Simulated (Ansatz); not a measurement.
The cluster B4⁻, relaxed as a doublet with UKS r2SCAN-D4/def2-TZVPD in Ansatz, starting from the GFN2-xTB geometry. Force threshold 0.02 eV/Å.

The charge -1 doublet is spin-contaminated (final ⟨S²⟩ up to 1.27, 0.75 for a pure state). The highest occupied level of the charge -1 doublet lies above zero (up to 0.40 eV). Its loss leaves the charge 0 singlet, which lies 2.28 eV higher (vertical, at r2SCAN-D4/def2-TZVPD), but this difference is unsure: the singlet is doubtful (geometry relaxed on an unsound state). The relaxation made no stability test and no search for a lower SCF solution. The structure comes from a short search, and lower isomers may exist.

Start:

```
atom    x (Å)    y (Å)    z (Å)
  B1   1.0544   0.3151   0.0589
  B2   0.0642  -0.4049   1.0234
  B3  -1.0534  -0.3184  -0.0599
  B4  -0.0652   0.4082  -1.0224
```

```tsv
step	energy (eV)	largest force component (eV/Å)	SCF passes
1	-2698.2331	0.647	21
2	-2698.2489	0.272	25
3	-2698.2524	0.003	27
4	-2698.2524	0.002	29
5	-2698.2524	0.002	19
6 (rejected)	-2698.2515	0.191	41
7	-2698.2526	0.037	35
8	-2698.2543	0.124	36
9	-2698.2900	0.610	64
10	-2698.3210	1.975	39
11	-2698.4590	0.450	36
12	-2698.4921	0.642	32
13	-2698.4942	0.504	27
14	-2698.5007	0.017	28
15	-2698.5009	0.009	28
```

Force components are those of the run's own axes.

End:

```tsv
atom	x (Å)	y (Å)	z (Å)
B1	0.8482	0.2619	0.0299
B2	0.0790	-0.4954	1.2419
B3	-0.8502	-0.2485	-0.0657
B4	-0.0770	0.4821	-1.2062
```

Bonds formed: B1–B3 (atoms count from 1).

The force fell under the threshold at step 3, but the optimiser went on and released 0.248 eV more. No frequencies were taken in this run, so the end may be a saddle point.

Hardware: 4 threads of Arm Neoverse V1 on a shared host. Wall time 30 s.
